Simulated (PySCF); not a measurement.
Compound: ClFH4OSi2.
Bonds: F1–Si2, Si2–O3, O3–Si4, Si4–Cl5. Hydrogens: H6, H7 on Si2; H8, H9 on Si4.

Method used: PBE0-D3(BJ)/def2-SVP geometry optimisation, gas phase in PySCF.

Entries marked ? are missing. Bonds in one row agree within 0.01 Å.

```tsv
coordinate	value
F1–Si2	?
Si2–O3	?
O3–Si4	?
Si4–Cl5	2.064 Å
Si2–H6, Si2–H7	1.482 Å
Si4–H8, Si4–H9	1.483 Å
F1–Si2–O3	108.8°
F1–Si2–H6	108.2°
O3–Si2–H6	?
O3–Si2–H7	?
H6–Si2–H7	?
Si2–O3–Si4	147.1°
O3–Si4–Cl5	109.2°
O3–Si4–H8	?
O3–Si4–H9	?
Cl5–Si4–H8	108.0°
Cl5–Si4–H9	108.5°
H8–Si4–H9	112.4°
```

Q: Estimate the withheld lengths and angles.

A: 
- F1–Si2 = 1.619 Å, drawn single (silicon-bound fluorine to fluorine-bound silicon); 0.06 Å below the sum of covalent radii, 1.68 Å.
- Si2–O3 = 1.647 Å, drawn single (fluorine-bound silicon to siloxane oxygen); 0.12 Å below the sum of covalent radii, 1.77 Å.
- O3–Si4 = 1.649 Å, drawn single (siloxane oxygen to chlorine-bound silicon); 0.12 Å below the sum of covalent radii, 1.77 Å.
- O3–Si2–H6 = 107.9°, at the fluorine-bound silicon; the outer atoms are 2.531 Å apart.
- O3–Si2–H7 = 110.3°, at the fluorine-bound silicon; the outer atoms are 2.571 Å apart.
- H6–Si2–H7 = 113.7°, at the fluorine-bound silicon; the outer atoms are 2.482 Å apart.
- O3–Si4–H8 = 110.4°, at the chlorine-bound silicon; the outer atoms are 2.574 Å apart.
- O3–Si4–H9 = 108.2°, at the chlorine-bound silicon; the outer atoms are 2.538 Å apart.

Radii are Cordero's.

Stationary, but not proved a minimum. One conformer, not necessarily the lowest (F1–Si2–O3–Si4 50°, Si2–O3–Si4–Cl5 46°).

On one thread of an Arm Neoverse V2, no GPU, shared host with 32 logical CPUs at a one-minute load of 26, this took 52 s of wall time and 0.42 GiB of memory at its peak. These figures are those of the optimisation.
